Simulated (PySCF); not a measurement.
C₄H₁₄N₂Si₂.
Numbering: `[SiH3:1][NH:2][C@H:3]1[CH2:4][CH2:5][N:6]([SiH3:7])[CH2:8]1`

NICS is the negative of the GIAO shielding at a point without a nucleus: at the ring centre (0) and 1 Å above and below it (1); zz is the component along the ring normal. Level: GIAO HF/pcSseg-1 (PySCF, non-relativistic, gas phase) on the PBE0-D3(BJ)/def2-SVP geometry, one conformer.

Ring bond lengths (Å): C3–C4 1.534, C4–C5 1.540, C5–N6 1.461, N6–C8 1.451, C8–C3 1.532.

**Question.** What do the NICS probes read (ppm)?

**Answer.** 
```csv
ring,type,NICS(0),"NICS(1), two faces","NICS(1)zz, two faces",rms pucker (Å),"centre to ring atoms, mean (Å)"
C3–C4–C5–N6–C8,5-membered ring with N; formal bonds all single,-7.5,-3.8 / -4.5,-6.5 / -6.9,0.19,1.26
```

**Question.** What can be read from them?

**Answer.** 
- C3–C4–C5–N6–C8: mean NICS(1)zz -6.7 ppm, shielded. C3, C4, C5, C8 have four or more neighbours, so the value isn't read as a sign of a π ring current.

**Question.** At the second NICS(1) probe listed for ring C3–C4–C5–N6–C8, 1 Å off the ring, what do the in-plane components average?

**Answer.** The isotropic value is a third of the trace: (3 × -4.5 − (-6.9))/2 = -3.3 ppm.

**Question.** Give the inner angles of the rings.

**Answer.** 
- C3–C4–C5–N6–C8: C3 100.6°, C4 104.2°, C5 104.6°, N6 109.5°, C8 101.8°; sum 520.6° against 540° for a flat convex ring.

**Question.** What are the shieldings of the ring atoms and their hydrogens in the same run (means over atoms taken as equivalent)?

**Answer.** 
```tsv
atoms	environment	σ isotropic (ppm)
C3	sp3 carbon bound to nitrogen	141.6
C4	ring CH2 carbon	155.4
C5	sp3 carbon bound to nitrogen	150.4
N6	silicon-bound nitrogen	262.0
C8	sp3 carbon bound to nitrogen	137.3
H on C3	methine hydrogen	29.21
H on C4	methylene hydrogen	30.02
H on C4	methylene hydrogen	30.13
H on C5	methylene hydrogen	28.95
H on C5	methylene hydrogen	29.12
H on C8	methylene hydrogen	29.29
H on C8	methylene hydrogen	29.20
```

**Question.** How do the values depend on the level or the medium?

**Answer.** 
```tsv
level	NICS(0), C3–C4–C5–N6–C8	mean NICS(1)zz, C3–C4–C5–N6–C8
HF/pcSseg-1, gas	-7.5	-6.7
PBE0/pcSseg-1, gas	-7.4	-6.9
PBE0/pcSseg-1, IEF-PCM chloroform	-7.4	-6.8
PBE0/pcSseg-1, IEF-PCM methanol	-7.4	-6.8
```

The geometry is the same throughout; the continuum's cavity takes Bondi-type radii × 1.2.

The run took 39 s on one thread of an Arm Neoverse N1, shared host with 64 logical CPUs at a one-minute load of 58, and the process peaked at 1.1 GiB of memory. This is the whole shielding run at HF/pcSseg-1, SCF included.
